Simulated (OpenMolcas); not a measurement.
Ta4+ among 5 point charges of -2 e arranged as a square pyramid (C4v), 2.09 Å from the ion, with the axial distance 2.487 Å.

| Quantity | Value |
| --- | --- |
| Program | OpenMolcas |
| Method | CASSCF |
| Basis | ANO-RCC-VDZP [7s6p4d2f1g] |
| Scalar Hamiltonian | DKH2, point nucleus |
| Active space | 1 electron in 5 orbitals (5d) |
| State averaging | 2S+1 = 2 even, 5 roots |
| Spin-orbit coupling | state interaction with AMFI integrals over the reference wave functions |

What is the spin-free ground state?

A state of multiplicity 2, 1-fold in its orbital part, 100 % from free-ion D terms; it has the highest spin that d1 allows.

Where is the first state of the same spin?

A 2-fold state lies at 13700 cm-1 above the ground state.

What are the lowest two levels with spin-orbit coupling?

A 2-fold level with g = 1.16, 1.16, 1.92, then a 2-fold level 13331 cm-1 above it. Their leading multiplicities are 2 (100 %) and 2 (100 %).

What is χT at 300 K, and how does it compare with the textbook value?

The lowest level has 2S+1 = 2, for which the spin-only value is χT = S(S+1) / 2 = 0.375 cm3 K/mol (g = 2). The computed 0.215 at 300 K differs by -0.160, through orbital momentum, spin-orbit coupling and any other state in reach.

Point charges carry no covalency, so the field is a model and not that of real ligands. An unlabelled pair can be two single states that coincide in this model. No measured value stands beside these numbers.
